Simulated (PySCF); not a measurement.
B(CF3)(F)(H) (CHBF4), SMILES FBC(F)(F)F.

Geometry: B3LYP-D3(BJ)/def2-SVP.

The numbers are results of ωB97X/def2-TZVP in PySCF, not measurements.

- total energy: -463.08025 hartree
- highest occupied level: -12.41 eV
- lowest empty level: 0.44 eV
- orbital gap: 12.85 eV
- dipole moment: 0.320 e·Å
- quadrupole, principal values (traceless, Buckingham form, about the centre of nuclear charge): -3.40, 1.68, 1.72 D·Å
- mean static polarisability: 27.5 bohr³ (4.07 Å³)
- polarisability, principal values: 25.0, 28.3, 29.1 bohr³
